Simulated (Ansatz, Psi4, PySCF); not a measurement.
O2Si (SMILES O=[Si]=O), singlet, geometry from GFN2-xTB. Base run: PBE0/aug-cc-pVDZ run with PySCF.

PySCF was given this input:
```python
from pyscf import gto, scf, dft

mol = gto.Mole()
mol.atom = '''
    O    -0.000000   -0.000000   -1.491085
    Si    0.000000    0.000000    0.000000
    O     0.000000    0.000000    1.491085
'''
mol.basis = 'aug-cc-pvdz'
mol.charge = 0
mol.spin = 0
mol.verbose = 4
mol.build()

mf = dft.RKS(mol)
mf.xc = 'pbe0'
mf.kernel()
```

The same geometry, method and basis name were run in Ansatz (a first-principles code) and Psi4 and PySCF, at each program's defaults and at the settings that a row names. The base is PySCF at its defaults. Differences at the defaults can come from grids, fitting, cores and function types together.

```
code and settings                                                                             ΔE vs base (µEh)  basis functions      E (Eh)  SCF cycles
--------------------------------------------------------------------------------------------  ----------------  ---------------  ----------  ----------
PySCF, defaults (exact integrals, its default grid, spherical functions)                                   0.0               73  -439.66280           9
Psi4, defaults (density fitting with its default set, its default grid, spherical functions)              37.4               73  -439.66277           8
Ansatz, defaults (factorised integrals, its default grid, spherical functions)                            19.4               73  -439.66278           -
PySCF, density fitting with def2-universal-jkfit                                                         -11.3               73  -439.66282           9
PySCF, fine grid                                                                                          -0.6               73  -439.66280           9
Psi4, exact integrals, spherical functions, fine grid                                                     -0.7               73  -439.66280          10
Ansatz, high accuracy                                                                                     -0.5               73  -439.66280           -
```
